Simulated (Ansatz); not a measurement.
Geometry optimisation, Ansatz, RKS PBE0/def2-SVP.

input.yaml

```yaml
crystal:
  periodic: [false, false, false]
  atoms:
    - { symbol: B, position_ang: [0.0, 0.0, 0.0] }
    - { symbol: F, position_ang: [0.0, 0.0, 1.67] }
    - { symbol: F, position_ang: [1.1431, 0.0, -0.66] }
    - { symbol: F, position_ang: [-1.1431, 0.0, -0.66] }
    - { symbol: H, position_ang: [0.0623, -1.4126, 0.4698] }
    - { symbol: H, position_ang: [0.0491, -1.1133, 1.3144] }
basis:
  gaussian: { orbitals: def2-SVP }
hamiltonian:
  xc: pbe0
relax:
  f_tol: 0.15
  max_steps: 25
  restrain:
    - { distance: [0, 4], at: 1.19, k: 30.0 }
    - { distance: [5, 1], at: 0.92, k: 30.0 }
    - { distance: [0, 1], at: 2.52, k: 30.0 }
    - { distance: [5, 4], at: 1.86, k: 30.0 }
```

Command:

```bash
$ ansatz run input.yaml --threads 1 --pin off --max-ram 2048MiB --backend cpu --events-out ev --progress --plain --runs-dir out
```

Where does it end, and by what steps?

The run converged. The restraints hold the end off the free minimum; the threshold counts their pulls, which the force column leaves out. Restrained pairs: B1–H5 (1.49 → 1.20 Å), F2–H6 (1.17 → 0.92 Å), B1–F2 (1.67 → 2.52 Å), H5–H6 (0.90 → 1.87 Å). After 6 steps the energy has fallen by 1.866 eV (the restraints' own energy left out); B1 moved furthest, 0.59 Å.

| step | energy less start (eV) | largest force component (eV/Å) | accepted |
| --- | --- | --- | --- |
| 0 | 0.0000 | 4.332 | yes |
| 1 | -0.3316 | 5.329 | yes |
| 2 | -1.2795 | 3.828 | yes |
| 3 | -1.7262 | 1.538 | yes |
| 4 | -1.8397 | 0.690 | yes |
| 5 | -1.5918 | 1.703 | no |
| 6 | -1.8663 | 0.262 | yes |

```xyz
6
Properties=species:S:1:pos:R:3
B -0.013 -0.423 -0.405
F 0.000 -0.013 2.077
F 1.126 0.177 -0.651
F -1.130 0.140 -0.793
H -0.023 -1.518 0.079
H 0.152 -0.890 1.828
```

The run took 11 s on 1 thread of Arm Neoverse V2, with other jobs on the host, peak memory 0.12 GiB.
